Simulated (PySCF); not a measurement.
P(14+) (phosphorus, charge +14) across methods

1s1, 2S determinant. Calculation: PySCF 2.14, in an even-tempered Gaussian basis (17 s from 8.4 bohr⁻², ratio 2.2; 7 p from 13 bohr⁻², ratio 2.4; 4 d from 39 bohr⁻², ratio 2.4; 3 f from 58 bohr⁻², ratio 2.4; 3 g from 88 bohr⁻², ratio 2.4); the spin-free X2C one-electron Hamiltonian (Gaussian nucleus).

```
   method  E (hartree)  mean ε 1s α (eV)  Σ⟨r²⟩ (bohr²)   ⟨S²⟩
BHandHLYP    -112.8206           -3022.8        0.01323  0.750
      UHF   -112.83885           -3070.5        0.01320  0.750
      LDA    -112.2261           -2962.6        0.01332  0.750
      PBE    -112.7513           -2974.4        0.01327  0.750
   r2SCAN    -112.8410           -2985.6        0.01323  0.750
     PBE0    -112.7745           -2998.5        0.01325  0.750
    TPSSh    -112.8405           -2990.8        0.01323  0.750
```

For one electron the Hartree and exchange-correlation energies should cancel; what remains is the self-interaction error.
